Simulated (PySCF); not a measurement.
**Unknown compound**

An unknown has the formula C₂H₁₆OSi₆. Its calculated NMR data are:

1H NMR (400 MHz, computed): δ 5.71 (m, 1H), 3.75 (m, 1H), 3.75 (m, 2H), 3.74 (m, 1H), 3.65 (m, 2H), 3.63 (m, 2H), 3.43 (m, 2H), 3.38 (q, 2H), 1.26 (t, 3H).

13C{1H} NMR (computed): δ 66.2, 20.0.

[PySCF: PBE0-D3(BJ)/def2-SVP structure; shieldings: GIAO PBE0/pcSseg-1; isolated molecule; non-relativistic; averaged over atoms made equivalent by symmetry, fast rotation or ring inversion; one conformer]

References, each an isolated molecule treated in the same way: 1H and 13C vs TMS.

Question: Propose a structure and justify it.

Answer: 
- Rings plus π bonds: 1 (1 ring in the answer).
- 2 carbon signals for 2 carbons: no two carbons are equivalent.
- Carbon types of the structure: 1 × CH2, 1 × CH3, leaving 11 H on heteroatoms.
- δC 66.2: sp3 CH2 bonded to O; deshielded by the electronegative neighbour.
- δC 20.0: methyl carbon; a saturated carbon with 1 carbon neighbour and no heteroatom attached.
- δH 5.71: hydrogen on a silicon bonded to O, 2 Si, in a 6-membered ring.
- δH 3.75, 3.75, 3.74, 3.65, 3.63, 3.43: hydrogen on a silicon bonded to 2 Si, in a 6-membered ring.
- δH 3.38: hydrogen on an sp3 CH2 bonded to O; its carbon carries O, an electronegative neighbour.
- δH 1.26: hydrogen on a methyl carbon.

These data were computed for SMILES [SiH]1(OCC)[SiH2][SiH2][SiH2][SiH2][SiH2]1.

The shifts were computed for this structure.

Shifts are as computed. Against solution values, carbons near 30 ppm lie about +2 ppm off and those near 130 ppm about +5 ppm. Of 1211 compounds with measured shifts, 218 miss one by over three times the rms of a fit or turn the order of signals round; such compounds aren't used in these exercises. Multiplicities follow the n + 1 count of equivalent neighbours, as no J values were calculated; m marks all less simple cases, F and P coupling included.
